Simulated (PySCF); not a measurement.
# Polarisability and C₆ of Ga⁻ (gallium, charge -1)

[Ar] 3d10 4s2 4p2, high-spin 3P determinant. All numbers are calculated (PySCF 2.14, the non-relativistic Hamiltonian (point nucleus), in def2-QZVPPD). Coupled (time-dependent) response in atomic units; α is the mean over directions.

| method | mean α (bohr³) | α xx, yy, zz | C₆ (like pair) | S(−4) |
| --- | --- | --- | --- | --- |
| UHF | 224.9 | 119.7, 277.5, 277.5 | 3102 | 67060 |

S(−4) is the Cauchy moment in α(ω) = α(0) + S(−4) ω² + …

Spin-orbit coupling is absent.

α(iu) at UHF:

```csv
u (hartree),α(iu) (bohr³)
0,224.9
0.0500,147.6
0.100,92.73
0.200,46.24
0.300,27.59
0.500,13.15
0.750,7.015
1.00,4.481
1.50,2.422
2.00,1.591
3.00,0.8943
5.00,0.4349
```

A single London oscillator, α(iu) = α/(1 + u²/ω²), gives C₆ = (3/4) ω α². Matching the computed C₆ needs ω = 4 × 3102 / (3 × 224.9²) = 0.0818 hartree.

For an ion, C₆ is the dispersion term alone; charge-induced terms of lower order in 1/R come first.

The components differ because the open shell of this determinant is not spherical; for a pure term their mean is the scalar polarisability.

The outer electron is barely bound at this level, so radii and moments hang on the diffuse functions.
